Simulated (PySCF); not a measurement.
Species: C5H8Si.
SMILES with atom numbers: `[CH3:1][C:2]1=[CH:3][SiH2:4][CH:5]=[CH:6]1` (hydrogens: H7, H8, H9 on C1; H10 on C3; H11, H12 on Si4; H13 on C5; H14 on C6)

Computed by this run: PBE0-D3(BJ)/def2-SVP geometry optimisation, gas phase (PySCF 2.14.0); density fitting, grid level 1; the optimiser is geomeTRIC in internal coordinates, started from a GFN2-xTB structure with every atom displaced at random (about 0.01 Å).

Step 0: E = -13176.2371 eV
```
atom  x, y, z in Å  |  force x, y, z in eV/Å
C1      2.1725    0.0107   -0.2358   -1.404   1.975  -0.130
C2      0.6658    0.0938   -0.0518    1.001   0.291   0.057
C3     -0.0417    1.1667    0.3590    0.970   0.904   0.275
Si4    -1.8223    0.7632    0.4452   -0.106  -0.883  -0.030
C5     -1.4541   -0.9903   -0.1564   -1.043   0.367   0.240
C6     -0.1364   -1.0878   -0.3356   -0.200  -0.326  -0.053
H7      2.3995   -0.2152   -1.2743    0.207  -0.168  -0.453
H8      2.5969   -0.7341    0.3897    0.577  -1.118   0.812
H9      2.6162    0.9934    0.0261    0.026  -0.373  -0.148
H10     0.4607    2.0995    0.6156    0.079   0.113  -0.005
H11    -2.4218    0.7951    1.8119   -0.030   0.066   0.037
H12    -2.6694    1.5209   -0.4904   -0.295   0.268  -0.213
H13    -2.1572   -1.7914   -0.3349   -0.134  -0.438  -0.112
H14     0.3479   -1.9888   -0.6667    0.352  -0.678  -0.277
```

Step 1: E = -13176.3778 eV
```
atom  x, y, z in Å  |  force x, y, z in eV/Å
C1      2.1487    0.0416   -0.2398    0.160  -0.389   0.158
C2      0.6710    0.1156   -0.0338    0.042   0.001  -0.036
C3     -0.0117    1.2021    0.3973   -0.128  -0.151  -0.078
Si4    -1.8214    0.7366    0.4368   -0.020   0.069   0.025
C5     -1.4836   -1.0101   -0.1608    0.016   0.104   0.052
C6     -0.1492   -1.0936   -0.3296    0.052  -0.049  -0.025
H7      2.3883   -0.2288   -1.2834   -0.022  -0.001   0.047
H8      2.5952   -0.7505    0.4033   -0.134   0.222  -0.211
H9      2.6468    0.9876   -0.0065    0.030   0.136   0.032
H10     0.4913    2.1389    0.6383    0.015   0.059   0.016
H11    -2.4359    0.8139    1.7991   -0.016  -0.040   0.000
H12    -2.6862    1.5364   -0.4892    0.026  -0.022   0.004
H13    -2.1550   -1.8483   -0.3567   -0.001   0.005   0.005
H14     0.3583   -2.0058   -0.6735   -0.023   0.055   0.012
```

Question: Estimate the geometry and energy of step 2. (The exact step hangs on the optimiser's Hessian estimate; all steps are aligned on step 1, rigid shifts and turns removed.)

Answer: E = -13176.3810 eV, largest force 0.112 eV/Å
```
atom  x, y, z in Å  |  force x, y, z in eV/Å
C1      2.1551    0.0360   -0.2370    0.040   0.005   0.064
C2      0.6754    0.1159   -0.0395   -0.042  -0.033  -0.017
C3     -0.0183    1.1979    0.3871    0.098   0.053  -0.009
Si4    -1.8272    0.7412    0.4411    0.040   0.003  -0.006
C5     -1.4784   -0.9992   -0.1571   -0.011  -0.106  -0.024
C6     -0.1451   -1.0922   -0.3345   -0.056   0.045   0.035
H7      2.3971   -0.2361   -1.2780   -0.008   0.009  -0.003
H8      2.5932   -0.7517    0.4019   -0.034   0.036  -0.031
H9      2.6522    0.9868   -0.0007   -0.010  -0.005  -0.008
H10     0.4825    2.1381    0.6277   -0.002   0.015   0.011
H11    -2.4417    0.8049    1.8044    0.007  -0.015  -0.005
H12    -2.6949    1.5357   -0.4841    0.009  -0.004  -0.003
H13    -2.1510   -1.8370   -0.3502   -0.014  -0.010   0.000
H14     0.3577   -2.0045   -0.6795   -0.017   0.006  -0.004
```

The energy changes by -0.0032 eV. The first-order estimate −F·Δx gives -0.0091 eV and the mean of the old and new forces, exact on a quadratic surface, -0.0032 eV. The step makes an angle of 68° with the force vector and moves no atom by more than 0.014 Å.

The cost below is that of the whole optimisation. Time: 29 s wall; peak memory 0.50 GiB. Hardware: Arm Neoverse V2, one thread, no GPU, shared host with 192 logical CPUs at a one-minute load of 91.
